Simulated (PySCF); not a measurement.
## Core binding energy against partial charge

Species: SiHMe2(OtBu), C6H16OSi.
Structure used (PBE0-D3(BJ)/def2-SVP), in Å, numbered top down from 1:
```xyz
24
C6H16OSi angstrom
Si     0.5782    1.4087   -0.1607
H      0.5837    1.7248    1.3079
C      2.3366    1.0909   -0.7274
H      2.9343    2.0155   -0.6812
H      2.3404    0.7355   -1.7702
H      2.8403    0.3327   -0.1091
C     -0.1707    2.8249   -1.1205
H     -0.1839    2.5895   -2.1964
H      0.4081    3.7512   -0.9793
H     -1.2069    3.0117   -0.8012
O     -0.3995    0.0879   -0.4624
C     -0.6690   -1.0683    0.3172
C     -1.6245   -0.6919    1.4473
C     -1.3294   -2.0626   -0.6303
C      0.6252   -1.6514    0.8800
H     -1.9073   -1.5751    2.0398
H     -1.1581    0.0385    2.1259
H     -2.5375   -0.2412    1.0306
H     -2.2358   -1.6173   -1.0662
H     -1.6067   -2.9899   -0.1068
H     -0.6436   -2.3128   -1.4531
H      1.1228   -0.9328    1.5513
H      1.3201   -1.9044    0.0650
H      0.4257   -2.5650    1.4599
```

Binding energies: delta-SCF UKS SCAN, pcX-2 on the ionised atom, pcseg-1 elsewhere, spin-free X2C (PySCF 2.14.0). Charges: PBE0/pcSseg-1 ground-state density, for the ionised atom.

```json
{"atom": "C3", "environment": "carbon bonded to Si and 3 H", "C 1s (eV)": "289.89", "Mulliken (e)": "-0.648", "IAO (e)": "-0.738", "Hirshfeld (e)": "-0.219", "ESP (e)": "-0.830"}
{"atom": "C13", "environment": "carbon bonded to C and 3 H", "C 1s (eV)": "290.28", "Mulliken (e)": "-0.192", "IAO (e)": "-0.419", "Hirshfeld (e)": "-0.125", "ESP (e)": "-0.638"}
{"atom": "C12", "environment": "carbon bonded to 3 C and O", "C 1s (eV)": "291.96", "Mulliken (e)": "-0.166", "IAO (e)": "+0.254", "Hirshfeld (e)": "+0.097", "ESP (e)": "+0.899"}
```

Question: Give the correlation coefficient and slope of binding energy on charge for each scheme.

Answer: ESP: r = 1.00, slope 1.2 eV per e; Hirshfeld: r = 0.99, slope 6.8 eV per e; IAO: r = 0.99, slope 2.2 eV per e; Mulliken: r = 0.68, slope 2.8 eV per e. On 3 points no scheme stands out.

Question: The point-charge model writes a binding energy as kq + V + constant, with V the potential of the other atoms' charges at the site. What does it give with the Hirshfeld charges?

Answer: V = Σ 14.40 eV Å × q/r over all other atoms: +3.03 eV at C3, +1.56 eV at C13, -2.43 eV at C12. Fitting binding energy − V to q gives k = 24.1 eV per e and leaves an rms residual of 0.17 eV, against 0.10 eV for the fit on q alone. The model has no term for differences in relaxation between sites.

One conformer (not necessarily the lowest) at the PBE0-D3(BJ)/def2-SVP geometry, without solvent, vibrations or thermal averaging.
